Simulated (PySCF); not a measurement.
C₁₀H₈, SMILES c1cc2ccccc2cc1.

Geometry: r2SCAN-D4/def2-SVP.

All values below come from CAM-B3LYP/def2-SVP in PySCF.

Gas-phase values at a fixed geometry.

| Item | Value |
|---|---|
| total energy | -385.38602 hartree |
| point group | D2h |
| highest occupied level | -7.34 eV |
| lowest empty level | -0.07 eV |
| orbital gap | 7.27 eV |
| dipole moment | 0.00 D |
| quadrupole, principal values (traceless, Buckingham form, about the centre of nuclear charge) | -11.52, 5.57, 5.95 D·Å |
| mean static polarisability | 103.9 bohr³ (15.40 Å³) |
| polarisability, principal values | 43.4, 113.1, 155.3 bohr³ |
